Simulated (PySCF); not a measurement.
PySCF input for Cl3Sb, SMILES [Cl][Sb+]([Cl])[Cl], charge +1, multiplicity 2, PBE-D3(BJ)/def2-SVP. Coordinates come from a PBE-D3(BJ)/def2-SVP optimisation. The def2 effective core potentials stand for the cores of Sb; spin–orbit coupling is left out.

```python
import numpy as np
from pyscf import gto, scf, dft, df
from pyscf.hessian import thermo

mol = gto.M(
    atom='''
    Sb    0.00000000    0.00000000   -0.43799931
    Cl   -1.87855535    1.08458444    0.43799930
    Cl   -0.00000001   -2.16916887    0.43799931
    Cl    1.87855535    1.08458443    0.43799931
    ''',
    basis='def2-SVP',
    ecp={'Sb': 'def2-svp'},
    charge=1,
    spin=1,
    max_memory=1600,
    verbose=3,
)
mf = dft.UKS(mol, xc='pbe').density_fit(auxbasis='def2-universal-jkfit')
mf.disp = 'd3bj'
mf.grids.level = 3
mf.conv_tol = 1e-11
mf.max_cycle = 100
mf.kernel()
fine, coarse = mf.grids, dft.Grids(mol).set(level=1).build(with_non0tab=True)
for _ in range(3):  # follow internal instabilities
    mf.grids = coarse
    mo, _, stable, _ = mf.stability(return_status=True, nroots=4)
    mf.grids = fine
    if stable:
        break
    mf.kernel(mf.make_rdm1(mo, mf.mo_occ))

# [left out here: the lines that compute and print the analytic Hessian (its translational invariance restored by hand, since the grid's response is missing), thermochemistry and intensities]
```

Output:

```

WARN: HOMO -0.667128453393071 >= LUMO -0.66712845339308

converged SCF energy = -1619.60573810539  <S^2> = 0.75230623  2S+1 = 2.0023049
<class 'pyscf.df.df_jk.DFUKS'> wavefunction is stable in the internal stability analysis

WARN: DFTD3 does not support analytical Hessian, using finite difference


WARN: Mole.unit (angstrom) is changed to Bohr

Mode                                 0                   1                   2
Irrep
Freq [cm^-1]                      101.7300            101.7608            109.3649
Reduced mass [au]                  38.5587             38.5588             47.6103
Force const [Dyne/A]                0.2351              0.2353              0.3355
Char temp [K]                     146.3669            146.4111            157.3517
Normal mode                   x     y     z       x     y     z       x     y     z
       0  Sb                -0.03  0.00  0.00   -0.00 -0.03  0.00    0.00  0.00  0.05
       1  Cl                -0.01  0.07 -0.02    0.07  0.08  0.01   -0.04  0.02 -0.06
       2  Cl                 0.12  0.00  0.00    0.00 -0.05 -0.03   -0.00 -0.05 -0.06
       3  Cl                -0.00 -0.07  0.02   -0.07  0.07  0.01    0.04  0.02 -0.06
Mode                                 3                   4                   5
Irrep
Freq [cm^-1]                      342.6788            364.0189            364.0243
Reduced mass [au]                  38.3272             44.3598             44.3599
Force const [Dyne/A]                2.6517              3.4633              3.4634
Char temp [K]                     493.0385            523.7422            523.7499
Normal mode                   x     y     z       x     y     z       x     y     z
       0  Sb                -0.00 -0.00  0.03    0.00 -0.05 -0.00   -0.05 -0.00 -0.00
       1  Cl                 0.07 -0.04 -0.03   -0.05  0.03  0.02    0.08 -0.04 -0.04
       2  Cl                 0.00  0.09 -0.03   -0.00  0.11 -0.04    0.00  0.00 -0.00
       3  Cl                -0.07 -0.04 -0.03    0.04  0.03  0.02    0.08  0.05  0.04
temperature 298.1500 [K]
pressure 101325.00 [Pa]
Rotational constants [GHz] 1.72035 1.72035 1.00993
Symmetry number 3
Zero-point energy (ZPE) 0.00315 [Eh]   8275.633 [J/mol]
                           tot       elec      trans        rot        vib
Entropy [J/mol/K]       351.317      5.763    176.465    112.476     56.613
Cv [J/mol/K]             68.959      0.000     12.472     12.472     44.016
Cp [J/mol/K]             77.274      0.000     20.786     12.472     44.016
Internal energy [J/mol]                      3718.434   3718.434  16784.789
Internal energy [Eh]   -1619.59651  -1619.60574
Enthalpy [J/mol]                             6197.391   3718.434  16784.789
Enthalpy [Eh]          -1619.59557
Gibbs free energy [J/mol]                  -46415.635 -29816.257    -94.287
Gibbs free energy [Eh] -1619.63546
mode   freq/cm-1   IR/(km/mol)
   1      101.73         1.223
   2      101.76         1.222
   3      109.36         1.770
   4      342.68         1.940
   5      364.02        15.100
   6      364.02        15.095
max |gradient| / (hartree/bohr): 6.522566885826048e-05
APT charges: [ 1.2837 -0.0945 -0.0946 -0.0945]
```

The run converged.
